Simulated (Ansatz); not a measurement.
One change: `O[SiH2]OCS` becomes `[NH2][GaH][O][SiH2]O`.

Ansatz, PBE0-D4/def2-TZVP geometries, multiplicity 1. Each molecule was computed in one conformer, which needn't be the lowest.

Scalar relativity is left out up to krypton.

```
                                          property  `O[SiH2]OCS`
size of the dipole moment (ωB97M-V/def2-TZVPP) / D          1.66
               LUMO energy (B3LYP/def2-TZVPP) / eV         -0.22
              HOMO–LUMO gap (PBE0/def2-TZVPP) / eV          7.65
                LUMO energy (PBE0/def2-TZVPP) / eV          0.06
                 LUMO energy (PBE/def2-TZVPP) / eV         -0.89
  size of the dipole moment (B3LYP/def2-TZVPP) / D          1.64
```

Problem. What does the change do to each property? (An estimate is asked.)

Solution. The calculation gave: 
```
                                          property  `[NH2][GaH][O][SiH2]O`  shift
size of the dipole moment (ωB97M-V/def2-TZVPP) / D                    2.05   0.39
               LUMO energy (B3LYP/def2-TZVPP) / eV                   -0.65  -0.43
              HOMO–LUMO gap (PBE0/def2-TZVPP) / eV                    7.10  -0.55
                LUMO energy (PBE0/def2-TZVPP) / eV                   -0.36  -0.42
                 LUMO energy (PBE/def2-TZVPP) / eV                   -1.15  -0.26
  size of the dipole moment (B3LYP/def2-TZVPP) / D                    2.04   0.40
```

With PBE0 the HOMO rises by 0.13 eV and the LUMO falls by 0.42 eV, so the gap narrows by about 0.55 eV. PBE moves the HOMO by 0.23 eV and ωB97M-V by -0.01 eV. Dipoles are sizes alone; their direction can turn.

B3LYP here is the variant with VWN-RPA as its local correlation; programs differ in this.
